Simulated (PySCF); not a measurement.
# The electron affinity along the 3d series

All values are computed (PySCF 2.14, energy differences of UHF-based or UKS calculations, no spin-orbit coupling). Values in eV. The last column holds reference values (measured affinities from photodetachment; the arrow runs from anion to atom). Unmarked ones compare directly (S terms, centres of terms, or small fine structure); those marked * lie between the lowest fine-structure levels and include a spin-orbit shift.

```csv
element,configurations,UHF,CCSD(T) (valence),LDA,PBE,PBE0,r2SCAN,reference
"Ti (def2-TZVPPD, non-relativistic)",[Ar] 3d3 4s2 → [Ar] 3d2 4s2,-1.220,-0.353,0.933,0.728,0.367,0.787,0.076 *
"Cr (def2-TZVPPD, non-relativistic)",[Ar] 3d5 4s2 → [Ar] 3d5 4s1,-0.740,0.397,0.518,0.270,0.142,0.128,0.676
"Fe (def2-TZVPPD, non-relativistic)",[Ar] 3d7 4s2 → [Ar] 3d6 4s2,-2.445,-0.345,1.030,0.887,0.234,n/a,0.153 *
"Co (def2-TZVPPD, non-relativistic)",[Ar] 3d8 4s2 → [Ar] 3d7 4s2,-2.181,0.209,1.746,1.406,0.698,1.089,0.662 *
"Ni (def2-TZVPPD, non-relativistic)",[Ar] 3d9 4s2 → [Ar] 3d8 4s2,-1.892,0.757,2.396,1.831,1.095,1.095,1.157 *
"Cu (def2-TZVPPD, non-relativistic)",[Ar] 3d10 4s2 → [Ar] 3d10 4s1,-0.279,0.929,1.353,1.139,0.868,1.022,1.236
```

Q: Fill in the row of V (def2-TZVPPD, non-relativistic) ([Ar] 3d4 4s2 → [Ar] 3d3 4s2).

A: UHF -0.946; CCSD(T) (valence) 0.098; LDA 1.520; PBE 1.173; PBE0 0.780; r2SCAN 0.962; reference 0.528 * (eV).

The highest occupied level of the anion is positive for Ti⁻ at UHF, LDA, PBE, PBE0, r2SCAN; V⁻ at UHF, LDA, PBE, PBE0, r2SCAN; Cr⁻ at UHF, LDA, PBE, PBE0, r2SCAN; Fe⁻ at UHF, LDA, PBE, PBE0, r2SCAN; Co⁻ at UHF, LDA, PBE, PBE0, r2SCAN; Ni⁻ at UHF, LDA, PBE, PBE0, r2SCAN; Cu⁻ at LDA, PBE, PBE0, r2SCAN, so there the basis helps to hold the electron.

"Valence" correlates the outer s and p shells and, in groups 3 to 12 and the f block, the outer d or f shell, open or full, or the next shell where the ion has no valence electron left; the wider scheme adds the next inner shell.
